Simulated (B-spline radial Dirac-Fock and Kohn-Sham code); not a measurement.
Z = 51 (antimony), transition energy 50 keV. Calculated with a radial B-spline solver, using a Dirac-Hartree-Slater potential of the neutral atom with a Latter tail (no hole, which puts coefficients of high multipoles low close above an edge), finite nucleus with surface currents. Subshells that would emit electrons below 1 keV are left out.

Q: A pure transition shows α(K) = 8.57, L1/L2 = 0.202 and L1/L3 = 0.149. What is its multipolarity?
A. M1
B. E4
C. M3
D. E2
E. M2
F. E1
G. M4
H. E3

A: D. For comparison, α(K), L1/L2, L1/L3 are E1 1.11, 4.70, 3.12; E3 47.7, 0.0137, 0.0107; E4 251, 0.00527, 0.00422; M1 3.97, 12.9, 50.7; M2 67.6, 9.34, 3.72; M3 577, 6.51, 0.720; M4 4210, 4.89, 0.307.
